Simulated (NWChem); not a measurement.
System: C3H7NSi; SMILES C#C[C@H](N)[SiH3]

Here is an NWChem input.

```
start job
memory heap 200 mb stack 900 mb global 1100 mb
geometry units angstroms noautosym nocenter noautoz
  C     -0.847351    -2.364588     0.112618
  C     -0.261577    -1.328022    -0.177771
  C      0.454337    -0.078508    -0.439653
  N      1.760345     0.067220     0.226955
  Si    -0.613538     1.447553     0.053271
  H     -1.364839    -3.281423     0.356770
  H      0.610384     0.028627    -1.537630
  H      2.389846    -0.687218    -0.081292
  H      1.634831    -0.081908     1.237639
  H      0.039187     2.698977    -0.461728
  H     -0.689440     1.495055     1.555075
  H     -1.999586     1.324498    -0.516084
end
basis spherical
  * library 6-31g*
end
dft
  xc m05-2x
  iterations 150
end
cosmo
  do_cosmo_smd true
  solvent clbenzen
end
task dft energy
```

Structure relaxed at the PBE-D3(BJ)/def2-SVP level. Not confirmed as a minimum by frequencies. Solvent: chlorobenzene.

Level: M05-2X/6-31G* with SMD (1 M gas to 1 M solution), gas-phase geometry. Reactions with the solvent are ignored.

Task: What results follow from this input? (M05-2X/6-31G* (spherical d), SMD on the gas-phase geometry.) Quantities: solvation free energy (kcal/mol); cavity-dispersion-structure term (kcal/mol); dipole in solution (D).

Result: 
```
Item                                         Result
-------------------------------------------  ------
solvation free energy (kcal/mol)               -5.4
cavity-dispersion-structure term (kcal/mol)     1.1
dipole in solution (D)                         1.43
```
